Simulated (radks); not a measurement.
Removal energies from the arsenic ion As2+, [Ar] 3d10 4s2 4p(1/2: 1, 3/2: 0), by Delta-SCF beside the eigenvalue of the level emptied. Method: Dirac Kohn-Sham, PBE, spin-unpolarised, spherical densities, finite nucleus; Fermi nuclear charge, rms radius of each element as measured or else 0.836 A^(1/3) + 0.57 fm; computed with a radial shooting solver on a logarithmic mesh with Libxc functionals. Sub-shells are occupied by j as written (lower j first in brackets).

removed from,final configuration,Delta-SCF (eV),-eigenvalue (eV)
4p1/2,[Ar] 3d10 4s2,27.976,22.891
4s1/2,"[Ar] 3d10 4s1 4p(1/2: 1, 3/2: 0)",39.260,33.388
3d5/2,"[Ar] 3d(3/2: 4, 5/2: 5) 4s2 4p(1/2: 1, 3/2: 0)",73.831,61.540
3d3/2,"[Ar] 3d(3/2: 3, 5/2: 6) 4s2 4p(1/2: 1, 3/2: 0)",74.610,62.271
